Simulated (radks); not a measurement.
Spherical quantum dot in the effective-mass picture: electrons in a parabolic well V = omega^2 r^2 / 2 with omega = 2.11, all in effective atomic units (hartree* = m*/eps^2 hartree, bohr* = eps/m* bohr), one dielectric constant everywhere. Method: non-relativistic Kohn-Sham, exchange-only LDA, spin-polarised, spherical densities; computed with a radial shooting solver with Libxc functionals. Levels are named by radial order and angular momentum (1s, 1p, 1d, 2s, ...), and open shells are averaged over m.

N = 19, configuration 1s2 1p6 1d10 2s(up 1, down 0). This is the lowest configuration that the search found. Occupied and some empty levels:

| level | occupation | eigenvalue (hartree*) | <r> (bohr*) |
|---|---|---|---|
| 1s up | 1 | 16.371 | 1.032 |
| 1s down | 1 | 16.422 | 1.046 |
| 1p up | 3 | 17.578 | 1.321 |
| 1p down | 3 | 17.600 | 1.323 |
| 1d up | 5 | 18.885 | 1.526 |
| 1d down | 5 | 18.904 | 1.525 |
| 2s up | 1 | 19.062 | 1.352 |
| 2s down | 0 | 19.134 | 1.355 |
| 1f up | 0 | 20.293 | 1.690 |
| 1f down | 0 | 20.314 | 1.689 |
| 2p up | 0 | 20.600 | 1.527 |
| 2p down | 0 | 20.640 | 1.533 |
| 1g up | 0 | 21.791 | 1.831 |
| 1g down | 0 | 21.814 | 1.830 |

Energy (hartree*): total 234.658, kinetic 39.248, external 91.302, Hartree 115.46, exchange-correlation -11.354.
